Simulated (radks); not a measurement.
Values are calculated unless marked as measured or tabulated.
All-electron atom: Cu5+ in [Ar] 3d6. Code: a radial shooting solver on a logarithmic mesh with Libxc functionals. Model: scalar-relativistic Kohn-Sham, PBE, spin-unpolarised, spherical densities, point nucleus.

Radial electron density D(r) = 4 pi r^2 rho(r):

| r (bohr) | D(r) (e/bohr) |
|---|---|
| 0.003104 | 1.900 |
| 0.003914 | 2.852 |
| 0.004976 | 4.287 |
| 0.006275 | 6.256 |
| 0.007914 | 8.954 |
| 0.01006 | 12.64 |
| 0.01269 | 17.09 |
| 0.016 | 22.23 |
| 0.02018 | 27.54 |
| 0.02565 | 32.27 |
| 0.03235 | 34.99 |
| 0.0408 | 35.01 |
| 0.05145 | 32.52 |
| 0.06541 | 29.20 |
| 0.08249 | 28.25 |
| 0.104 | 31.48 |
| 0.1312 | 37.27 |
| 0.1668 | 40.34 |
| 0.2103 | 35.84 |
| 0.2652 | 25.87 |
| 0.3372 | 18.03 |
| 0.4252 | 17.96 |
| 0.5363 | 21.16 |
| 0.6763 | 20.30 |
| 0.8597 | 13.84 |
| 1.084 | 6.768 |
| 1.367 | 2.351 |
| 1.724 | 0.5757 |
| 2.192 | 0.08782 |
| 2.765 | 0.008260 |

D(r) has 3 maxima, at r = 0.0365, 0.164, 0.586 bohr, and minima at 0.0780, 0.377 bohr, inside which lie 2.10, 10.80 electrons.
